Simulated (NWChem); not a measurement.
Species: C$_{4}$H$_{4}$O$_{2}$; SMILES Oc1ccoc1

```xyz
10

O     -0.0974    -2.0636     0.0000
C     -0.0270    -0.7178     0.0000
C      1.1405     0.1120     0.0000
C      0.6736     1.3942     0.0000
O     -0.6648     1.4132     0.0000
C     -1.1005     0.1295     0.0000
H      0.7938    -2.4242     0.0000
H      2.1823    -0.2043     0.0000
H      1.1738     2.3596     0.0000
H     -2.1729    -0.0360     0.0000
```
Atoms are numbered in this order, from 1.

Program: NWChem. Pople sets run with spherical d functions. Structure relaxed at the PBE0/def2-SVP level. Ions are spin-unrestricted doublets at the neutral geometry; other ion states weren't tried.

Question: Taking PBE0/6-311G** as the yardstick, which of these has the fewest basis functions while keeping “vertical ionisation energy, ΔSCF (eV)” within 0.1 eV of it: PBE0/6-31G*; PBE0/6-31+G*; PBE0/STO-3G; PBE0/3-21G?

Answer: PBE0/3-21G (a larger set in the list lies outside the tolerance).
```csv
level,basis functions,"vertical ionisation energy, ΔSCF (eV)",relative time (rough)
PBE0/STO-3G,34,6.46,1
PBE0/3-21G,62,8.34,1
PBE0/6-31G*,92,8.12,5
PBE0/6-31+G*,116,8.33,7
PBE0/6-311G**,132,8.27,7
```

The yardstick is one finite set, not the basis-set limit.
